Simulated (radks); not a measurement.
The numbers below are computed, except where a source is named.
Tc2+, configuration [Kr] 4d5. Code: a radial shooting solver on a logarithmic mesh with Libxc functionals. Model: Dirac Kohn-Sham, PBE, spin-unpolarised, spherical densities, point nucleus; open shells are shared between the two j in proportion to 2j + 1; speed of light set to 685.18 atomic units (5 times the physical value, a model run). Some entries of the table are withheld. Estimate them.

orbital,occ.,eigenvalue (eV),<1/r> (bohr^-1)
1s1/2,2,(1),42.57
2s1/2,2,-2869.103,9.617
2p1/2,2,(2),9.612
2p3/2,4,(3),9.593
3s1/2,2,-511.3952,3.351
3p1/2,2,-426.3593,(4)
3p3/2,4,-425.6173,(5)
3d3/2,4,-269.7356,3.083
3d5/2,6,-269.5828,3.081
4s1/2,2,-85.5587,1.252
4p1/2,2,-60.7415,1.137
4p3/2,4,-60.6310,1.136
4d3/2,2,-22.8031,0.8296
4d5/2,3,-22.7905,0.8293

Answer. 
(1) 1s1/2 eigenvalue (eV): -20356.04
(2) 2p1/2 eigenvalue (eV): -2650.086
(3) 2p3/2 eigenvalue (eV): -2645.618
(4) 3p1/2 <1/r> (bohr^-1): 3.261
(5) 3p3/2 <1/r> (bohr^-1): 3.256
